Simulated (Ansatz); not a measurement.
```yaml
crystal:
  periodic: [false, false, false]
  atoms:
    - {symbol: O, position_ang: [-1.211785, 1.041034, 0.778499]}
    - {symbol: B, position_ang: [-0.494308, 0.050001, 0.306311]}
    - {symbol: N, position_ang: [0.769550, 0.629083, -0.691301]}
    - {symbol: C, position_ang: [0.854223, -1.084039, -0.891866]}
    - {symbol: O, position_ang: [-0.215811, -1.040045, -0.035133]}
    - {symbol: H, position_ang: [-1.148479, 1.740538, 0.607420]}
    - {symbol: H, position_ang: [1.468837, -1.404872, -1.444583]}
basis:
  gaussian: {orbitals: def2-TZVP}
total_charge: 1
magnetization: {spin_polarized: true, initial_magnetization: 1}
hamiltonian: {xc: {name: HF}}
correlation: {active_space: {window: {electrons: 40, orbitals: 30}}}
output: {forces: true}
```

```sh
$ ansatz run in.yaml --threads 2 --pin off --events-out ev --progress --plain --max-ram 4352MiB
```

Problem. How does Ansatz answer? (An estimate is asked.)

Solution. Ansatz gave: The program refused the input.
```
Error: invalid value for `correlation.active_space`: it starts from restricted Hartree–Fock orbitals; set hamiltonian.xc: hf without magnetization.spin_polarized
```
